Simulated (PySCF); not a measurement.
Cu2, singlet, at a GFN2-xTB geometry (such geometries of metal compounds can be far from the true shape); PySCF with DF-B3LYP/aug-cc-pVTZ.

The PySCF input:
```python
from pyscf import gto, scf, dft
import numpy

mol = gto.M(
    atom='''
Cu   -0.00000000   -0.00000000   -1.11239335
Cu    0.00000000    0.00000000    1.11239335
''',
    basis='aug-cc-pvtz',
    verbose=4,
    cart=True,
)
print('smallest overlap eigenvalue', numpy.linalg.eigvalsh(mol.intor('int1e_ovlp'))[0])

mf = dft.RKS(mol)
mf.xc = 'b3lyp'
mf = mf.density_fit(auxbasis='def2-universal-jkfit')
mf.kernel()
mf.analyze()
```

What the program printed (banner, timings and long lists left out):

```
PySCF version 2.14.0

[INPUT] verbose = 4
[INPUT] num. atoms = 2
[INPUT] num. electrons = 58
[INPUT] charge = 0
[INPUT] spin (= nelec alpha-beta = 2S) = 0
[INPUT] symmetry False subgroup None
[INPUT] Mole.unit = angstrom
[INPUT] Cartesian GTO integrals (6d 10f)
[INPUT] Symbol           X                Y                Z      unit          X                Y                Z       unit  Magmom
[INPUT]  1 Cu     0.000000000000   0.000000000000  -1.112393350000 AA    0.000000000000   0.000000000000  -2.102118774287 Bohr   0.0
[INPUT]  2 Cu     0.000000000000   0.000000000000   1.112393350000 AA    0.000000000000   0.000000000000   2.102118774287 Bohr   0.0

nuclear repulsion = 200.036270615839
number of shells = 28
number of NR pGTOs = 372
number of NR cGTOs = 238
basis = aug-cc-pvtz
ecp = {}
smallest overlap eigenvalue 7.1862555275712325e-06

******** <class 'pyscf.df.df_jk.DFRKS'> ********
method = DFRKS
initial guess = minao
damping factor = 0
level_shift factor = 0
DIIS = <class 'pyscf.scf.diis.CDIIS'>
diis_start_cycle = 1
diis_space = 8
diis_damp = 0
SCF conv_tol = 1e-09
SCF conv_tol_grad = None
SCF max_cycles = 50
direct_scf = False
XC library pyscf.dft.libxc version 7.1.2
    S. Lehtola, C. Steigemann, M. J. T. Oliveira, and M. A. L. Marques,  SoftwareX 7, 1–5 (2018)
XC functionals = b3lyp
    P. J. Stephens, F. J. Devlin, C. F. Chabalowski, and M. J. Frisch,  J. Phys. Chem. 98, 11623 (1994)
radial grids:
    Treutler-Ahlrichs [JCP 102, 346 (1995); DOI:10.1063/1.469408] (M4) radial grids

becke partition: Becke, JCP 88, 2547 (1988); DOI:10.1063/1.454033
pruning grids: <function nwchem_prune>
grids dens level: 3
symmetrized grids: False
atomic radii adjust function: <function treutler_atomic_radii_adjust>
small_rho_cutoff = 0
Set gradient conv threshold to 3.16228e-05
Initial guess from minao.
tot grids = 41280
******** <class 'pyscf.df.df.DF'> ********
auxbasis = def2-universal-jkfit
init E= -3280.35217169286
  HOMO = -0.0634077304071601  LUMO = -0.0547847372129263  gap/eV = 0.23464
cycle= 1 E= -3278.23498875817  delta_E= 2.12  |g|= 6.07  |ddm|= 13.1
  HOMO = -0.655666904487603  LUMO = -0.463339911044315  gap/eV = 5.23348
cycle= 2 E= -3272.39118757394  delta_E= 5.84  |g|= 12.4  |ddm|= 7.45
  HOMO = -0.373133201214259  LUMO = -0.230921259532039  gap/eV = 3.86978
cycle= 3 E= -3280.5022179275  delta_E= -8.11  |g|= 2.91  |ddm|= 7.14
  HOMO = -0.202757551239507  LUMO = -0.0990977726354219  gap/eV = 2.82073
cycle= 4 E= -3281.23994548157  delta_E= -0.738  |g|= 0.311  |ddm|= 1.76
  HOMO = -0.210140098628949  LUMO = -0.0867156002638945  gap/eV = 3.35855
cycle= 5 E= -3281.24679203784  delta_E= -0.00685  |g|= 0.0708  |ddm|= 0.191
  HOMO = -0.210046055393372  LUMO = -0.089194713991468  gap/eV = 3.28853
cycle= 6 E= -3281.24725044184  delta_E= -0.000458  |g|= 0.0241  |ddm|= 0.0568
  HOMO = -0.212404045667303  LUMO = -0.0902187822820457  gap/eV = 3.32483
cycle= 7 E= -3281.24734540192  delta_E= -9.5e-05  |g|= 0.00344  |ddm|= 0.032
  HOMO = -0.212345369413095  LUMO = -0.0902381501166419  gap/eV = 3.32271
cycle= 8 E= -3281.2473495322  delta_E= -4.13e-06  |g|= 0.00197  |ddm|= 0.00703
  HOMO = -0.212248225225255  LUMO = -0.090182082554364  gap/eV = 3.32159
cycle= 9 E= -3281.24735018093  delta_E= -6.49e-07  |g|= 4.13e-05  |ddm|= 0.00272
  HOMO = -0.2122441312424  LUMO = -0.0901795697368939  gap/eV = 3.32155
cycle= 10 E= -3281.2473501814  delta_E= -4.65e-10  |g|= 1.94e-05  |ddm|= 8.7e-05
  HOMO = -0.212245763443928  LUMO = -0.0901803465311581  gap/eV = 3.32157
Extra cycle  E= -3281.24735018118  delta_E= 2.12e-10  |g|= 6e-05  |ddm|= 2.28e-05
converged SCF energy = -3281.24735018118
**** SCF Summaries ****
Total Energy =                       -3281.247350181183720
Nuclear Repulsion Energy =             200.036270615839243
One-electron Energy =                -4976.484649626574537
Two-electron Energy =                 1495.201028829551660
Two-electron Coulomb Energy =         1629.710950600977640
DFT Exchange-Correlation Energy =     -134.509921771425951
HOMO-LUMO gap [eV] =                     3.321569179305622
**** MO energy ****
MO #1   energy= -322.955190211768  occ= 2
MO #2   energy= -322.955190114658  occ= 2
MO #3   energy= -38.7478874735781  occ= 2
MO #4   energy= -38.7478847160904  occ= 2
MO #5   energy= -33.9512134915527  occ= 2
MO #6   energy= -33.9512097330232  occ= 2
MO #7   energy= -33.9504541167316  occ= 2
MO #8   energy= -33.9504541167315  occ= 2
MO #9   energy= -33.9504526262948  occ= 2
MO #10  energy= -33.9504526262947  occ= 2
MO #11  energy= -4.2629987970066   occ= 2
MO #12  energy= -4.26229356962659  occ= 2
MO #13  energy= -2.76176037311364  occ= 2
MO #14  energy= -2.75622030988345  occ= 2
MO #15  energy= -2.75556867382271  occ= 2
MO #16  energy= -2.75556867382262  occ= 2
MO #17  energy= -2.75506944468682  occ= 2
MO #18  energy= -2.75506944468668  occ= 2
MO #19  energy= -0.288198945508428 occ= 2
MO #20  energy= -0.272755598931642 occ= 2
MO #21  energy= -0.272755598931546 occ= 2
MO #22  energy= -0.255265594996733 occ= 2
MO #23  energy= -0.255265272623617 occ= 2
MO #24  energy= -0.247302689793283 occ= 2
MO #25  energy= -0.24730237022291  occ= 2
MO #26  energy= -0.237582117292982 occ= 2
MO #27  energy= -0.237582117292857 occ= 2
MO #28  energy= -0.233805506765127 occ= 2
MO #29  energy= -0.212245763443928 occ= 2
MO #30  energy= -0.0901803465311581 occ= 0
MO #31  energy= -0.0286390344470113 occ= 0
MO #32  energy= -0.0286390344441675 occ= 0
MO #33  energy= -0.00934063680020882 occ= 0
MO #34  energy= 0.0179128502772151 occ= 0
MO #35  energy= 0.022044276450554  occ= 0
MO #36  energy= 0.0220442764579093 occ= 0
MO #37  energy= 0.0222578747264622 occ= 0

WARN: Weak orthogonality for localized orbitals 1.0868554628933268e-07

 ** Mulliken pop on meta-lowdin orthogonal AOs  **
 ** Mulliken pop  **
 ** Mulliken atomic charges  **
charge of    0Cu =      0.00000
charge of    1Cu =     -0.00000
Dipole moment(X, Y, Z, Debye):  0.00000,  0.00000, -0.00000
```
